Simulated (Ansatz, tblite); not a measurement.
Cost and result up the ladder for Al₅As₄H₁₆⁻, a cluster cut from zinc blende AlAs (hydrogen-capped) (25 atoms). The state is a singlet with charge -1. Geometry: PBE-D4/def2-SVP.

```csv
atom,x (Å),y (Å),z (Å)
As1,0.4285,-0.4909,-2.1085
As2,2.3119,-0.0826,1.1680
As3,-1.2239,2.2845,-0.0966
As4,-1.3000,-1.2712,1.2506
Al5,-0.5419,1.7773,-2.4922
Al6,2.7901,-0.4670,-1.2985
Al7,-1.0990,-2.2150,-1.0801
Al8,0.7412,-1.3845,2.6840
Al9,-2.5981,0.8484,1.4876
H10,0.6032,-0.9939,-3.5448
H11,1.9582,1.3961,1.3259
H12,3.6607,0.0095,1.8838
H13,-1.8399,3.6848,-0.0890
H14,0.0481,2.6780,0.6542
H15,-2.2216,-2.2732,1.9527
H16,0.5646,2.8692,-2.9222
H17,-1.9310,1.7099,-3.3076
H18,3.6253,0.8042,-1.8353
H19,3.4660,-1.9292,-1.3617
H20,-0.3291,-3.6310,-1.0133
H21,-2.5387,-2.1462,-1.8044
H22,1.3618,-2.8715,2.7361
H23,0.5909,-0.5518,4.0572
H24,-4.0503,0.7481,0.7949
H25,-2.4770,1.4978,2.9591
```

Ansatz on 2 threads of AMD EPYC 7R13 on a shared host and a share (18 GiB) of an NVIDIA H100 80GB HBM3; xTB runs through tblite on one thread. Times are rough, summed over both states, and most runs start from the orbitals of an earlier one. PBE0-D4/def2-TZVP serves as the yardstick here, not as an exact answer. The other state is a doublet.

The xTB rows come from tblite. Single mean-field runs in def2-TZVP are fitted with def2-universal-jkfit. HOMO above LUMO, or a gap near zero within one spin, warns that the state may not be the lowest or that an electron is smeared out.

Run but left out: LDA (SPW92)/def2-TZVP (neutral doublet: an occupied level 0.01 eV above an empty one).

Raw xTB energies of ions are shifted by several eV.

```csv
level,functions,wall time
GFN2-xTB,97,0.12 s
GFN1-xTB,113,0.14 s
PBE-D4/def2-TZVP (with forces),473,44 s
PBE0-D4/def2-TZVP,473,48 s
```

Question: Estimate what each level gives for the vertical IE (eV).

Answer: 
```tsv
level	vertical IE (eV)	difference from PBE0-D4/def2-TZVP (eV)	remarks
GFN2-xTB	8.47	2.88	–
GFN1-xTB	9.05	3.46	–
PBE-D4/def2-TZVP (with forces)	5.07	-0.51	gap within one spin near zero (doublet)
PBE0-D4/def2-TZVP	5.58	0.00	–
```
